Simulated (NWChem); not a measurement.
GaNH3OCl; SMILES [NH2][Ga]([OH])[Cl]

```xyz
7

Ga     0.0685    -0.3774    -0.0304
Cl    -0.1316     1.7615    -0.0047
O      1.6892    -1.0928     0.0547
H      2.3970    -0.4422     0.0971
N     -1.3845    -1.4202    -0.1148
H     -1.3380    -2.4288    -0.1743
H     -2.3238    -1.0572    -0.2037
```
Atoms are numbered in this order, from 1.

Program: NWChem. Pople sets run with spherical d functions. The geometry was optimised at PBE0/def2-SVP. B3LYP is NWChem's, with the RPA form of VWN correlation. GIAO values for the isolated, static molecule; σ is the absolute isotropic shielding, δ = σ(reference) − σ with the isolated reference molecule computed at the same levels (1H: tetramethylsilane, 15N: ammonia, 17O: water).

```
level                σ Ga1 (ppm)  σ Cl2 (ppm)  δ O3 (ppm)  δ H4 (ppm)  δ N5 (ppm)  δ H6 (ppm)  δ H7 (ppm)
-------------------  -----------  -----------  ----------  ----------  ----------  ----------  ----------
Hartree-Fock/6-31G*       1751.2       1074.2        15.8        1.25         4.5        0.49        0.40
BHandHLYP/pcSseg-1        1459.1        998.8        39.4        1.61        17.1        1.17        1.11
PBE0/pcSseg-1             1398.8        973.3        52.6        1.68        23.0        1.22        1.18
B3LYP/6-31G*              1600.1        975.8        59.3        1.68        24.1        0.74        0.67
PBE/pcSseg-1              1329.5        932.6        72.1        1.86        31.2        1.31        1.25
```
